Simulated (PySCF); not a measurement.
A structure optimised at PBE-D3(BJ)/def2-SVP, used in a PySCF frequency run:

```
Si
F 1 1.6477
H 1 1.5033 2 108.11
C 1 1.9053 3 110.29 2 -120.32
F 4 1.4044 1 103.67 3 -68.17
H 4 1.1122 5 109.45 1 -122.23
H 4 1.1123 6 108.55 5 119.19
Si 1 2.3516 3 113.24 2 122.22
H 8 1.5021 1 111.80 3 48.64
H 8 1.5028 9 109.14 1 126.07
Cl 8 2.0960 9 108.93 10 118.27
```

Write its SMILES and formula.

FC[Si@H](F)[SiH2]Cl, CH₅ClF₂Si₂

What are its rotational constants (standard atomic weights)?

1.9697, 1.2348, 0.98042 GHz
